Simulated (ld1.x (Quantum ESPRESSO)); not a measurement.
**Scattering properties, PAW potential for europium**

ld1.x (Quantum ESPRESSO) 7.5 input, shortened:

```
&input
   title='Eu', zed=63., rel=0, dft='PW91', iswitch=3,
   config='[Xe] 4f7 5d0 6s2 6p0'
 /
 &inputp
   pseudotype=3, lpaw=.true., tm=.true., lloc=-2, rcloc=1.55,
   nlcc=.true., new_core_ps=.true.,
   which_augfun='GAUSS', rmatch_augfun=0.90
 /
8
5S  1  0   2.00   0.00  1.90  2.20  0.0
6S  2  0   2.00   0.00  1.90  2.20  0.0
5P  2  1   6.00   0.00  2.20  2.55  0.0
6P  3  1   0.00   0.00  2.20  2.55  0.0
5D  3  2   0.00   0.00  3.55  3.80  0.0
5D  3  2   0.00   1.70  3.55  3.80  0.0
4F  4  3   7.00   0.00  1.00  1.30  0.0
4F  4  3   0.00   3.60  1.00  1.30  0.0
 &test
   configts(1)='4f7 5s2 5p6 5d0 6s2 6p0'
 /
```

The phase is arctan(r·u′/u) with u = r·R(r), unwrapped; energies in Ry, scanned from -5 to 5 Ry. A pole is an energy at which the radial function vanishes at the test radius. The pseudo phase is shifted by a multiple of π to meet the all-electron one at the reference energy, and phase errors are pseudo minus all-electron; the curves can meet again beyond the range given. Levels narrower than the energy grid can be missing from the lists of poles. n/a: not evaluated, since a narrow level or a reset projector energy made the automatic matching unsafe.

Problem. For each channel, where are the poles, and over which energies does the pseudopotential scatter like the atom?

Solution.

```json
{"channel": "s", "radius (bohr)": "4.11", "reference energy (Ry)": "-0.25", "poles, all-electron": "0.63, 4.33", "poles, pseudo": "0.63, 3.66", "unbroken range about the reference energy with phases within 0.05 rad": "n/a", "phase error 1 Ry above the reference energy (rad)": "n/a"}
{"channel": "p", "radius (bohr)": "4.11", "reference energy (Ry)": "-0.10", "poles, all-electron": "-1.69, 1.22", "poles, pseudo": "-1.69, 1.23", "unbroken range about the reference energy with phases within 0.05 rad": "below 2.6", "phase error 1 Ry above the reference energy (rad)": "+0.001"}
{"channel": "d", "radius (bohr)": "4.11", "reference energy (Ry)": "-0.16", "poles, all-electron": "0.05, 2.49", "poles, pseudo": "0.05, 2.47", "unbroken range about the reference energy with phases within 0.05 rad": "below 3.5", "phase error 1 Ry above the reference energy (rad)": "-0.013"}
{"channel": "f", "radius (bohr)": "4.11", "reference energy (Ry)": "-0.45", "poles, all-electron": "1.72, 4.56", "poles, pseudo": "1.72, 4.56", "unbroken range about the reference energy with phases within 0.05 rad": "the whole range", "phase error 1 Ry above the reference energy (rad)": "+0.000"}
```

Phases in the s channel:

```
E (Ry)  all-electron   pseudo
 -5.00         1.456    1.456
 -4.74         1.452    1.452
 -4.48         1.449    1.449
 -4.22         1.444    1.444
 -3.96         1.440    1.440
 -3.70         1.434    1.434
 -3.44         1.428    1.428
 -3.18         1.419    1.419
 -2.92         1.387    1.387
 -2.66        -1.732   -1.732
 -2.40        -1.746   -1.746
 -2.14        -1.760   -1.760
 -1.88        -1.777   -1.778
 -1.62        -1.801   -1.801
 -1.36        -1.833   -1.833
 -1.10        -1.883   -1.883
 -0.84        -1.973   -1.973
 -0.58        -2.182   -2.183
 -0.32        -2.960   -2.960
 -0.06        -4.185   -4.185
  0.20        -4.530   -4.531
  0.46        -4.660   -4.661
  0.72        -4.735   -4.737
  0.98        -4.794   -4.796
  1.24        -4.852   -4.857
  1.50        -4.926   -4.938
  1.76        -5.050   -5.086
  2.02        -5.354   -5.528
  2.28        -6.418   -6.905
  2.54        -7.327   -7.492
  2.80        -7.580   -7.664
  3.06        -7.685   -7.746
  3.32        -7.744   -7.799
  3.58        -7.783   -7.841
  3.84        -7.812   -7.883
  4.10        -7.836   -7.939
  4.36        -7.856   -8.064
  4.62        -7.875   -9.344
  4.88        -7.894  -10.771
```
